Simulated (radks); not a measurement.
Q: Radial electron density D(r) = 4 pi r^2 rho(r) of an atom or ion with 15 electrons. Method: scalar-relativistic Kohn-Sham, LDA (Slater exchange, VWN5 correlation), spin-polarised, spherical densities, finite nucleus; Fermi nuclear charge, rms radius of each element as measured or else 0.836 A^(1/3) + 0.57 fm; computed with a radial shooting solver on a logarithmic mesh with Libxc functionals.

| r (bohr) | D(r) (e/bohr) | spin D(r) |
|---|---|---|
| 0.002709 | 16.39 | 0.00156 |
| 0.00303 | 19.26 | 0.00260 |
| 0.003362 | 22.27 | 0.00405 |
| 0.003761 | 25.92 | 0.00637 |
| 0.004173 | 29.69 | 0.00954 |
| 0.004668 | 34.15 | 0.0145 |
| 0.005179 | 38.64 | 0.0213 |
| 0.005793 | 43.81 | 0.0317 |
| 0.006479 | 49.24 | 0.0469 |
| 0.00719 | 54.40 | 0.0670 |
| 0.008042 | 59.94 | 0.0975 |
| 0.008923 | 64.90 | 0.137 |
| 0.009981 | 69.81 | 0.197 |
| 0.01107 | 73.78 | 0.273 |
| 0.01239 | 77.15 | 0.384 |
| 0.01374 | 79.27 | 0.523 |
| 0.01537 | 80.31 | 0.722 |
| 0.0172 | 80.00 | 0.983 |
| 0.01908 | 78.60 | 1.29 |
| 0.02134 | 76.17 | 1.71 |
| 0.02368 | 73.45 | 2.19 |
| 0.02649 | 70.63 | 2.79 |
| 0.02939 | 68.76 | 3.41 |
| 0.03287 | 68.24 | 4.14 |
| 0.03648 | 69.60 | 4.81 |
| 0.0408 | 73.26 | 5.45 |
| 0.04563 | 78.88 | 5.90 |
| 0.05063 | 85.05 | 6.04 |
| 0.05664 | 91.37 | 5.79 |
| 0.06284 | 95.43 | 5.12 |
| 0.07029 | 96.28 | 3.96 |
| 0.07799 | 92.82 | 2.61 |
| 0.08724 | 84.38 | 1.16 |
| 0.0968 | 73.06 | 0.199 |
| 0.1083 | 59.15 | 0.0615 |
| 0.1211 | 46.08 | 1.24 |
| 0.1344 | 36.81 | 3.61 |
| 0.1503 | 31.07 | 7.24 |
| 0.1668 | 29.35 | 11.0 |
| 0.1865 | 29.68 | 14.3 |
| 0.207 | 29.94 | 16.1 |
| 0.2315 | 28.31 | 15.9 |
| 0.2569 | 24.45 | 13.9 |
| 0.2873 | 18.47 | 10.6 |
| 0.3214 | 12.10 | 6.97 |
| 0.3566 | 7.116 | 4.12 |
| 0.3989 | 3.415 | 1.99 |
| 0.4426 | 1.466 | 0.863 |
| 0.495 | 0.4862 | 0.290 |
| 0.5493 | 0.1434 | 0.0869 |
| 0.6144 | 0.03049 | 0.0188 |
| 0.6817 | 0.005705 | 0.00360 |
| 0.7625 | 0.0007061 | 0.000456 |

What is the nuclear charge?

A: Z = 61. The innermost maximum, from 1s, lies near gamma/Z bohr with gamma = sqrt(1 - (Z/c)^2) = 0.895, here 0.0147 bohr (found: 0.0159), and its height grows with Z. The density is that of the promethium ion Pm46+ in [Ne] 3s2 3p3; the configuration itself is not fixed sharply by these data, and Z only to a few units. D(r) has 3 maxima, at r = 0.0159, 0.0681, 0.202 bohr, and minima at 0.0321, 0.171 bohr, inside which lie 2.00, 10.64 electrons.
